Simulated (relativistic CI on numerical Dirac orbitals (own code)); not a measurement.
Hyperfine structure of Ir⁵⁴⁺, mass number 191

Computed by Dirac-Coulomb-Breit CI, orbitals from a KLI potential per configuration, model QED, unscaled Slater integrals (own radial code, finite nucleus).

Configuration list (outside the closed core [Ne]): 3s²3p⁶3d⁵, 3s²3p⁵3d⁶, 3s²3p⁴3d⁷, 3s3p⁶3d⁶, 3p⁶3d⁷, 3s3p⁵3d⁷, 3s²3p⁶3d⁴4s, 3s²3p⁶3d⁴4p, 3s²3p⁴3d⁶4s, 3s²3p⁵3d⁵4s, 3s²3p⁶3d⁴4f, 3p⁶3d⁶4s, 3s²3p⁶3d³4s², 3s²3p⁶3d⁴5s, 3p⁶3d⁵4s². Levels of other configurations are missing.

Nuclear spin I = 3/2, μ = 0.1502 μN, Q = 0.816 b (tables of Stone and Pyykkö). The electronic factors are computed for point nuclear moments, without core polarisation or the Bohr-Weisskopf and QED corrections.

| Level | E (cm⁻¹) | A (MHz) | B (MHz) |
| --- | --- | --- | --- |
| 3s²3p⁶3d⁵ ²D3/2 | 966312 | 11220 | -79100 |
| 3s²3p⁶3d⁵ ⁴D7/2 | 1336533 | 4357 | -2450 |
| 3s²3p⁶3d⁵ ⁴G11/2 | 1340307 | 6417 | 1120 |
| 3s²3p⁶3d⁵ ⁴G9/2 | 1357234 | 5573 | -6450 |

Levels with J = 0, under 50 % of one LS term, or S terms without an open s electron are left out. Small factors come from cancelling terms and can be off by tens of per cent or more.

At this charge energies of transitions that change n are usually good to better than 1 %, and those within a shell (Δn = 0) to a few per cent.

(1) Give the hyperfine levels of 3s²3p⁶3d⁵ ²D3/2 relative to its centre of gravity.

## Answers

(1) With K = F(F + 1) − I(I + 1) − J(J + 1), E = AK/2 + B[¾K(K + 1) − I(I + 1)J(J + 1)]/[2I(2I − 1)J(2J − 1)]: F = 0: -141000, F = 1: -50630, F = 2: 50940, F = 3: 5453 MHz.

LS names give the leading component of a level, which can be under half, so a name can repeat, a term be missing and a line seem to break the LS rules.
